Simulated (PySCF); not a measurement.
C2H7FOSi, SMILES C[Si@H](F)CO. Atoms are numbered in the order given.

```xyz
12

C      1.7975    -1.0675    -0.4385
Si     0.4994     0.2308    -0.1142
F      0.6295     0.6937     1.4461
C     -1.2225    -0.4781    -0.3910
O     -2.1708     0.5574    -0.3198
H      1.8005    -1.3660    -1.4988
H      2.8001    -0.6858    -0.1923
H      1.6192    -1.9673     0.1709
H      0.7009     1.4473    -0.9494
H     -1.3884    -1.2706     0.3693
H     -1.2222    -0.9951    -1.3756
H     -3.0504     0.1773    -0.4050
```

Geometry optimised at PBE0-D3(BJ)/def2-SVP. The structure was generated by enumeration; whether it is a known compound was not checked. One conformer was computed; it need not be the lowest.

These are PySCF with TDA-PBE/def2-SVPD values and carry that method's errors.

Vertical excitations. Isolated molecule, no solvent.

| state | energy (eV) | λ (nm) | f | main pairs |
|---|---|---|---|---|
| S1 | 6.19 | 200 | 0.001 | HOMO→LUMO 99 % |
| S2 | 6.53 | 190 | 0.007 | HOMO→LUMO+1 99 % |
| S3 | 6.67 | 186 | 0.008 | HOMO−1→LUMO 91 % |
| S4 | 6.73 | 184 | 0.006 | HOMO→LUMO+2 91 % |
| S5 | 7.06 | 176 | 0.005 | HOMO−1→LUMO+1 99 % |
| S6 | 7.27 | 171 | 0.012 | HOMO−1→LUMO+2 54 %, HOMO−2→LUMO 44 % |
| S7 | 7.30 | 170 | 0.032 | HOMO−2→LUMO 54 %, HOMO−1→LUMO+2 44 % |
| S8 | 7.66 | 162 | 0.006 | HOMO→LUMO+3 82 %, HOMO→LUMO+4 18 % |
| S9 | 7.71 | 161 | 0.017 | HOMO→LUMO+4 75 %, HOMO→LUMO+3 18 % |
| S10 | 7.74 | 160 | 0.050 | HOMO−2→LUMO+1 92 % |
| T1 | 5.89 | 211 | 0 | HOMO→LUMO 100 % |
| T2 | 6.39 | 194 | 0 | HOMO−1→LUMO 99 % |
| T3 | 6.44 | 193 | 0 | HOMO→LUMO+1 99 % |
| T4 | 6.62 | 187 | 0 | HOMO→LUMO+2 99 % |
Triplets are in the Tamm–Dancoff approximation.
